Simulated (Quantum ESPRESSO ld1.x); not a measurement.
Values are calculated unless marked as measured or tabulated.
One sound ld1.x (Quantum ESPRESSO 7.5) input for the technetium ion Tc+ gives E = -4281.1248 hartree in 22 iterations:

```
 &input
    zed=43.0,
    iswitch=1,
    rel=1,
    lsd=1,
    dft='PW',
    config='[Kr] 4d5 5s1',
    verbosity='high',
    prefix='ld1',
    max_out_wfc=37,
    file_charge='ld1.rho',
 /
```

Changed or added lines, one case at a time, and what came of them:

- beta=0.005: not converged. So little new potential is mixed in that the limit of 200 iterations comes first; the energy is off by +0.1664 hartree.
- rel=2: refused. The program stops in ld1_readin with "local spin density and spin-orbit not allowed": spin polarisation goes with rel = 0 or 1 alone.
- confg=1: refused. The program stops in ld1_readin with "reading input namelist": the namelist holds a keyword that &input does not know.
- config='[Kr] 4d5 5s1 6p2': not converged. The string holds 44 electrons for Z = 43, so the species has charge -1 and is not the one meant. The extra electrons are not bound, and the cycle does not converge.
- rel=2 cau_fact=37.10 (without lsd): crashed. The program stops in dirsol with "no classical turning point found": with c below Z the Dirac equation of a point nucleus has no 1s solution.
- config='[Kr] 4d5 5s1 6d-1': harmless. A negative occupation marks a state as unused; the result equals that of the sound run.
- iswitch=5: refused. The program stops in ld1_readin with "wrong iswitch": iswitch takes 1 to 4.
